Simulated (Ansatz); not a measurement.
The first iterations of a band of H4InNO (7 atoms, charge 0, multiplicity 1).

Computed with RKS PBE-D4/def2-SVP (Ansatz).

```yaml
movable_images: 7
climbing_image: yes
spring: 5.0 eV/Å²
optimiser: quadratic models (default)
start_path: straight line
force_threshold: 0.03 eV/Å
iteration_limit: 60
end_points: relaxed
```

Image 0:

```xyz
7
Properties=species:S:1:pos:R:3
N -0.907 0.791 -0.976
In 0.079 0.059 0.660
O 1.536 -1.174 -0.031
H -0.832 0.209 -1.818
H -1.886 1.072 -0.854
H -0.085 0.528 2.313
H 2.095 -1.485 0.706
```

Image 8:

```xyz
7
Properties=species:S:1:pos:R:3
N -0.749 0.695 -0.967
In 0.033 0.097 0.840
O 1.627 -1.148 0.672
H -0.642 0.034 -1.746
H -1.726 1.008 -0.950
H -0.345 0.667 2.416
H 1.802 -1.352 -0.266
```

| iteration | highest image above the first end (eV) | largest band force component (eV/Å) |
| --- | --- | --- |
| 1 | 0.504 | 1.623 |
| 2 | 0.409 | 0.537 |
| 3 | 0.372 | 0.388 |

Problem. Does the band converge within its limit, and where does its top end?

Solution. The run converged. It ended after 9 iterations with the highest image 0.130 eV above the first end. The order of the point at the top wasn't checked.

Time of the run: 2.2 min on 1 thread of Intel(R) Xeon(R) Processor @ 2.70GHz, on a shared host, peak memory 0.14 GiB.
